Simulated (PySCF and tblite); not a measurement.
Values are calculated unless marked as measured or tabulated.
Dynamics report: rearrangement

System: C₄H₂O₃, numbered as in [O:1]=[C:2]([OH:3])[c:4]1[cH:5][c:6]1=[O:7].

Motion: shift of H on O3 from O3 to O1. The path came from a restrained scan, a climbing-image band and a saddle search at GFN2-xTB; energies are PBE0/pcSseg-1 + D3(BJ), IEF-PCM water//PBE0-D3(BJ)/def2-SVP, thermal terms GFN2-xTB. Rate constants are transition-state-theory values, counting equivalent paths, without tunnelling. (PySCF 2.14 with density fitting, tblite 0.8.)

```
 point  symmetry  E(GFN2) kcal/mol  E(DFT) kcal/mol  ZPE change kcal/mol  lowest mode cm⁻¹  dipole D
 start        C1               0.0              0.0                 0.00                50      4.73
saddle        Cs              34.4             36.3                -2.99             1768i      4.30
   end        C1               0.0              0.0                 0.00                50      4.73
```

| Property | Result |
| --- | --- |
| Electronic barrier | 36.3 kcal/mol |
| Barrier with zero-point energy | 33.3 kcal/mol |
| ΔH‡ (298 K) | 33.1 kcal/mol |
| ΔS‡ (298 K, symmetry apart) | -0.9 cal/(mol K) |
| Paths | 1 equivalent path |
| End point | the same structure with atoms interchanged, or its mirror image |
| Cost | 110 s on 1 thread of Intel Xeon 6975P-C, on a host shared with other jobs (rough), peak memory 0.65 GiB, launched as `OMP_NUM_THREADS=1 python ens_run.py task.json out` |

| T/K | ΔG‡ kcal/mol | k s⁻¹ |
| --- | --- | --- |

ΔG and ΔG‡ leave out symmetry numbers and mirror images; rates count paths: 1 out.

Tunnelling of the moving H, left out here, will speed the real process. In real samples such hydrogens mostly exchange between molecules or through solvent, far faster than by this path.
